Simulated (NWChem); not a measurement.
System: AlCl, singlet; SMILES [Al][Cl]

Here is an NWChem input.

```
start job
memory heap 200 mb stack 900 mb global 1100 mb
geometry units angstroms
  Al     0.000000     0.000000    -1.209222
  Cl     0.000000     0.000000     0.937703
end
basis spherical
  * library pcseg-2
end
dft
  xc hfexch
  iterations 150
end
driver
  maxiter 120
end
task dft optimize
task dft freq
```

Output (shortened):

```
             Northwest Computational Chemistry Package (NWChem) 7.3.0
             --------------------------------------------------------

 ORDER OF PRIMARY AXIS IS BEING SET TO 4
 C4V symmetry detected

                             Geometry "geometry" -> ""
                             -------------------------

 Output coordinates in angstroms (scale by  1.889725989 to convert to a.u.)

  No.       Tag          Charge          X              Y              Z
 ---- ---------------- ---------- -------------- -------------- --------------
    1 Al                  13.0000     0.00000000     0.00000000    -1.21659083
    2 Cl                  17.0000     0.00000000     0.00000000     0.93033417

 Effective nuclear repulsion energy (a.u.)      54.4724068279

      Symmetry information
      --------------------

 Group name             C4v
 Group number             18
 Group order               8
 No. of unique centers     2

                                Z-matrix (autoz)
                                --------

 Units are Angstrom for bonds and degrees for angles

      Type          Name      I     J     K     L     M      Value
      ----------- --------  ----- ----- ----- ----- ----- ----------
    1 Stretch                  1     2                       2.14693

  xc_inp: hfexch multiplicative factor not found.

                           NWChem Geometry Optimization
                           ----------------------------

 maximum gradient threshold         (gmax) =   0.000450
 rms gradient threshold             (grms) =   0.000300
 maximum cartesian step threshold   (xmax) =   0.001800
 rms cartesian step threshold       (xrms) =   0.001200
 fixed trust radius                (trust) =   0.300000
 source of zmatrix                         =   autoz

          -------------------
          Energy Minimization
          -------------------

 Using diagonal initial Hessian
 Scaling for Hessian diagonals: bonds = 1.00  angles = 0.25  torsions = 0.10

          --------
          Step   0

                                 NWChem DFT Module
                                 -----------------

 Summary of "ao basis" -> "ao basis" (spherical)
 ------------------------------------------------------------------------------
       Tag                 Description            Shells   Functions and Types
 ---------------- ------------------------------  ------  ---------------------
 Al                         pcseg-2                 12       34   5s4p2d1f
 Cl                         pcseg-2                 12       34   5s4p2d1f

      Symmetry analysis of basis
      --------------------------

        a1         24
        a2          0
        b1          6
        b2          6
        e          32

            General Information
            -------------------
          SCF calculation type: DFT
          Wavefunction type:  closed shell.
          No. of atoms     :     2
          No. of electrons :    30
           Alpha electrons :    15
            Beta electrons :    15
          Charge           :     0
          Spin multiplicity:     1
          Use of symmetry is: on ; symmetry adaption is: on
          Maximum number of iterations: 150
          AO basis - number of functions:    68
                     number of shells:    24
          Convergence on energy requested:  1.00D-06
          Convergence on density requested:  1.00D-05
          Convergence on gradient requested:  5.00D-04

              XC Information
              --------------
                     Hartree-Fock (Exact) Exchange  1.000

      Superposition of Atomic Density Guess
      -------------------------------------

 Sum of atomic energies:        -701.35097184

      Non-variational initial energy
      ------------------------------

 Total energy =    -701.443363
 1-e energy   =   -1080.421971
 2-e energy   =     324.506201
 HOMO         =      -0.268181
 LUMO         =       0.004494

      Symmetry analysis of molecular orbitals - initial
      -------------------------------------------------

 !! scf_movecs_sym_adapt:   12 vectors were symmetry contaminated

  Symmetry fudging

 !! scf_movecs_sym_adapt:   12 vectors were symmetry contaminated

  Numbering of irreducible representations:

     1 a1          2 a2          3 b1          4 b2          5 e

  Orbital symmetries:

     1 a1          2 a1          3 a1          4 a1          5 e
     6 e           7 a1          8 a1          9 e          10 e
    11 a1         12 a1         13 e          14 e          15 a1
    16 e          17 e          18 a1         19 e          20 e
    21 a1         22 a1         23 a1         24 e          25 e

 !! scf_movecs_sym_adapt:   12 vectors were symmetry contaminated

  Symmetry fudging

 !! scf_movecs_sym_adapt:   12 vectors were symmetry contaminated

   convergence    iter        energy       DeltaE   RMS-Dens  Diis-err
 ---------------- ----- ----------------- --------- --------- ---------
 d= 0,ls=0.0,diis     1   -701.4700867325 -7.56D+02  7.11D-03  1.09D-01

 !! scf_movecs_sym_adapt:   12 vectors were symmetry contaminated

  Symmetry fudging

 !! scf_movecs_sym_adapt:   12 vectors were symmetry contaminated

 d= 0,ls=0.0,diis     2   -701.4910300200 -2.09D-02  1.74D-03  2.74D-02
 d= 0,ls=0.0,diis     3   -701.4942628645 -3.23D-03  8.03D-04  7.16D-04
 d= 0,ls=0.0,diis     4   -701.4945277788 -2.65D-04  2.42D-04  5.40D-05
 d= 0,ls=0.0,diis     5   -701.4945494732 -2.17D-05  4.47D-05  2.15D-06
  Resetting Diis
 d= 0,ls=0.0,diis     6   -701.4945505687 -1.10D-06  1.02D-05  1.50D-07
 d= 0,ls=0.0,diis     7   -701.4945506406 -7.19D-08  1.16D-06  8.03D-09

         Total DFT energy =     -701.494550640610
      One electron energy =    -1081.583212369374
           Coulomb energy =      371.359763027818
    Exchange-Corr. energy =      -45.743508126928
 Nuclear repulsion energy =       54.472406827874

 Numeric. integr. density =        0.000000000000

                  Occupations of the irreducible representations
                  ----------------------------------------------

                     irrep           alpha         beta
                     --------     --------     --------
                     a1                9.0          9.0
                     a2                0.0          0.0
                     b1                0.0          0.0
                     b2                0.0          0.0
                     e                 6.0          6.0

                       DFT Final Molecular Orbital Analysis
                       ------------------------------------

 Vector   13  Occ=2.000000D+00  E=-4.591027D-01  Symmetry=e
              MO Center= -7.0D-16, -1.7D-15,  8.4D-01, r^2= 1.3D+00
   Bfn.  Coefficient  Atom+Function         Bfn.  Coefficient  Atom+Function
  ----- ------------  ---------------      ----- ------------  ---------------
    47      0.497151  2 Cl py                50      0.309877  2 Cl py
    46      0.245214  2 Cl px                41     -0.229977  2 Cl py
    44      0.211064  2 Cl py                49      0.152844  2 Cl px
    40     -0.113434  2 Cl px                43      0.104105  2 Cl px
    13      0.067968  1 Al py                24      0.038668  1 Al d -1

 Vector   14  Occ=2.000000D+00  E=-4.591027D-01  Symmetry=e
              MO Center=  2.5D-15,  1.0D-15,  8.4D-01, r^2= 1.3D+00
   Bfn.  Coefficient  Atom+Function         Bfn.  Coefficient  Atom+Function
  ----- ------------  ---------------      ----- ------------  ---------------
    46      0.497151  2 Cl px                49      0.309877  2 Cl px
    47     -0.245214  2 Cl py                40     -0.229977  2 Cl px
    43      0.211064  2 Cl px                50     -0.152844  2 Cl py
    41      0.113434  2 Cl py                44     -0.104105  2 Cl py
    12      0.067968  1 Al px                26     -0.038668  1 Al d  1

 Vector   15  Occ=2.000000D+00  E=-3.326723D-01  Symmetry=a1
              MO Center=  3.7D-16,  1.7D-16, -1.4D+00, r^2= 2.9D+00
   Bfn.  Coefficient  Atom+Function         Bfn.  Coefficient  Atom+Function
  ----- ------------  ---------------      ----- ------------  ---------------
     5      0.573472  1 Al s                  4      0.489787  1 Al s
     3     -0.310131  1 Al s                 48      0.248106  2 Cl pz
    14     -0.224833  1 Al pz                51      0.177371  2 Cl pz
    42     -0.111941  2 Cl pz                 8      0.105248  1 Al pz
    45      0.103807  2 Cl pz                39     -0.094209  2 Cl s

 Vector   16  Occ=0.000000D+00  E= 2.781478D-02  Symmetry=e
              MO Center=  2.7D-15,  2.5D-15, -1.3D+00, r^2= 6.2D+00
   Bfn.  Coefficient  Atom+Function         Bfn.  Coefficient  Atom+Function
  ----- ------------  ---------------      ----- ------------  ---------------
    16      0.593553  1 Al py                15      0.507116  1 Al px
    13      0.245530  1 Al py                12      0.209774  1 Al px
    50     -0.196237  2 Cl py                49     -0.167660  2 Cl px
     7     -0.102843  1 Al py                 6     -0.087867  1 Al px
    47     -0.078770  2 Cl py                10      0.077174  1 Al py

 Vector   17  Occ=0.000000D+00  E= 2.781478D-02  Symmetry=e
              MO Center=  2.7D-14, -2.4D-14, -1.3D+00, r^2= 6.2D+00
   Bfn.  Coefficient  Atom+Function         Bfn.  Coefficient  Atom+Function
  ----- ------------  ---------------      ----- ------------  ---------------
    15      0.593553  1 Al px                16     -0.507116  1 Al py
    12      0.245530  1 Al px                13     -0.209774  1 Al py
    49     -0.196237  2 Cl px                50      0.167660  2 Cl py
     6     -0.102843  1 Al px                 7      0.087867  1 Al py
    46     -0.078770  2 Cl px                 9      0.077174  1 Al px

[...]

      ----------------------
      Optimization converged
      ----------------------

  Step       Energy      Delta E   Gmax     Grms     Xrms     Xmax
  ---- ---------------- -------- -------- -------- -------- --------
@    3    -701.49455520 -9.6D-09  0.00000  0.00000  0.00001  0.00001
                                     ok       ok       ok       ok

                                Z-matrix (autoz)
                                --------

 Units are Angstrom for bonds and degrees for angles

      Type          Name      I     J     K     L     M      Value     Gradient
      ----------- --------  ----- ----- ----- ----- ----- ---------- ----------
    1 Stretch                  1     2                       2.14255    0.00000

                         Geometry "geometry" -> "geometry"
                         ---------------------------------

 Output coordinates in angstroms (scale by  1.889725989 to convert to a.u.)

  No.       Tag          Charge          X              Y              Z
 ---- ---------------- ---------- -------------- -------------- --------------
    1 Al                  13.0000     0.00000000     0.00000000    -1.21440559
    2 Cl                  17.0000     0.00000000     0.00000000     0.92814893

 Effective nuclear repulsion energy (a.u.)      54.5835221322

      Symmetry information
      --------------------

 Group name             C4v
 Group number             18
 Group order               8
 No. of unique centers     2

                Final and change from initial internal coordinates
                --------------------------------------------------

                                Z-matrix (autoz)
                                --------

 Units are Angstrom for bonds and degrees for angles

      Type          Name      I     J     K     L     M      Value       Change
      ----------- --------  ----- ----- ----- ----- ----- ---------- ----------
    1 Stretch                  1     2                       2.14255   -0.00437

 ==============================================================================
                                internuclear distances
 ------------------------------------------------------------------------------
       center one      |      center two      | atomic units |  angstroms
 ------------------------------------------------------------------------------
    2 Cl               |   1 Al               |     4.04884  |     2.14255
 ------------------------------------------------------------------------------
                         number of included internuclear distances:          1
 ==============================================================================

[second-derivative integrals and response iterations left out]

  Vibrational analysis via the FX method

  See chapter 2 in "Molecular Vibrations" by Wilson, Decius and Cross

  Vib: Default input used

 ---------------------------- Atom information ----------------------------
     atom    #        X              Y              Z            mass
 --------------------------------------------------------------------------
    Al       1  0.0000000D+00  0.0000000D+00 -2.2948938D+00  2.6981540D+01
    Cl       2  0.0000000D+00  0.0000000D+00  1.7539471D+00  3.4968850D+01
 --------------------------------------------------------------------------

[unprojected Hessian and modes left out]

        Vibrational analysis via the FX method
  --- with translations and rotations projected out ---
  --- via the Eckart algorithm                      ---
 Dependent rotation vector no.                    3
  found in ECKART; assuming linear geometry
 Projected Nuclear Hessian trans-rot subspace norm:7.9003D-63
                         (should be close to zero!)

[projected Hessian left out]

 Rotational Constants
 --------------------
 A=   0.000000 cm-1  (  0.000000 K)
 B=   0.241119 cm-1  (  0.346909 K)
 C=   0.241119 cm-1  (  0.346909 K)

 Temperature                      =   298.15K
 frequency scaling parameter      =   1.0000

 Linear Molecule

 Zero-Point correction to Energy  =    0.688 kcal/mol  (  0.001096 au)
 Thermal correction to Energy     =    2.318 kcal/mol  (  0.003693 au)
 Thermal correction to Enthalpy   =    2.910 kcal/mol  (  0.004637 au)

 Total Entropy                    =   54.387 cal/mol-K
   - Translational                =   38.274 cal/mol-K (mol. weight =  61.9504)
   - Rotational                   =   15.406 cal/mol-K (symmetry #  =        1)
   - Vibrational                  =    0.707 cal/mol-K

 Cv (constant volume heat capacity) =    6.257 cal/mol-K
   - Translational                  =    2.979 cal/mol-K
   - Rotational                     =    1.986 cal/mol-K
   - Vibrational                    =    1.291 cal/mol-K

[normal modes left out]

 ----------------------------------------------------------------------------
 Normal Eigenvalue ||           Projected Infra Red Intensities
  Mode   [cm**-1]  || [atomic units] [(debye/angs)**2] [(KM/mol)] [arbitrary]
 ------ ---------- || -------------- ----------------- ---------- -----------
    1        0.000 ||    0.001060           0.024         1.034       0.367
    2        0.000 ||    0.001060           0.024         1.034       0.367
    3        0.000 ||    0.000818           0.019         0.798       0.283
    4        0.000 ||    0.000818           0.019         0.798       0.283
    5        0.000 ||    0.000000           0.000         0.000       0.000
    6      481.202 ||    0.169802           3.917       165.532      58.701
 ----------------------------------------------------------------------------
```

Level: Hartree-Fock/pcseg-2. Low-valent species are run as closed-shell singlets; no triplet was tried in these runs.
